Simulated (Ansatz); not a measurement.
H₄NO₃Ta (`[NH2][Ta](=[O])([OH])[OH]`) at its PBE0-D4/def2-TZVP geometry, where that method's forces vanish. The species carries charge 0 and has multiplicity 1. Ta: def2 effective core potential.

```
atom    x (Å)    y (Å)    z (Å)
  N1   0.5688   0.9102  -1.2000
 Ta2  -0.0523   0.0380   0.4648
  O3   0.0082   1.2575   1.6782
  O4   1.0906  -1.4006   1.0148
  O5  -1.8329  -0.6127   0.2036
  H6   0.5483   0.4992  -2.1219
  H7   0.9184   1.8552  -1.2471
  H8   1.4016  -2.1925   0.5794
  H9  -2.6506  -0.3542   0.6283
```

Question: For each bond, give half the difference of the two atoms' forces along it (eV/Å; positive pushes the atoms apart) under PBE-D4, r2SCAN-D4, B3LYP-D4, ωB97M-V in def2-TZVPP. (Estimate.)

Answer: Computed: 
```tsv
bond	length (Å)	PBE-D4	r2SCAN-D4	B3LYP-D4	ωB97M-V
N1–Ta2	1.979	-0.16	-0.02	0.08	0.09
N1–H6	1.009	0.21	0.00	-0.06	-0.05
N1–H7	1.009	0.19	-0.01	-0.06	-0.03
Ta2–O3	1.721	0.80	0.41	0.35	-0.27
Ta2–O4	1.918	-0.02	0.02	0.10	0.11
Ta2–O5	1.914	-0.05	0.00	0.09	0.10
O4–H8	0.956	0.34	0.00	-0.06	-0.08
O5–H9	0.957	0.33	-0.01	-0.05	-0.06
```

B3LYP here is the variant with VWN-RPA as its local correlation; programs differ in this.
